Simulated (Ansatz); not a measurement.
```yaml
crystal:
  periodic: [false, false, false]
  atoms:
    - {symbol: h, position_ang: [-0.192891, 1.241694, -1.488838]}
    - {symbol: C, position_ang: [0.316854, 0.916980, -0.338968]}
    - {symbol: Ge, position_ang: [0.316531, -0.934397, 0.274166]}
    - {symbol: O, position_ang: [-0.628772, -1.053944, 1.782841]}
    - {symbol: H, position_ang: [-0.357768, 2.113314, -2.107659]}
    - {symbol: H, position_ang: [0.753264, 1.669993, 0.326408]}
    - {symbol: H, position_ang: [1.718527, -1.391286, 0.697174]}
    - {symbol: H, position_ang: [-0.295204, -1.823772, -0.822282]}
    - {symbol: H, position_ang: [-1.541842, -0.784881, 1.660161]}
basis:
  gaussian: {orbitals: aug-cc-pVTZ, fitting: {mean_field: cc-pVTZ-jkfit}}
magnetization: {spin_polarized: true, initial_magnetization: 1}
hamiltonian: {xc: {name: HSE06}, dispersion: d3bj, pseudopotentials: {relativity: none}}
```

```sh
$ ansatz run in.yaml --threads 4 --pin off --events-out ev --progress --plain --max-ram 10444MiB
```

Output, abridged:

```
Error: YAML parse error: error: line 4 column 16: `h` is not an element symbol (H … Og, case-exact)
 --> <input>:4:16
2 |   periodic: [false, false, false]
3 |   atoms:
4 |     - {symbol: h, position_ang: [-0.192891, 1.241694, -1.488838]}
5 |     - {symbol: C, position_ang: [0.316854, 0.916980, -0.338968]}
6 |     - {symbol: Ge, position_ang: [0.316531, -0.934397, 0.274166]}
```

In this input an element symbol is wrong. The input was rejected before any iteration.
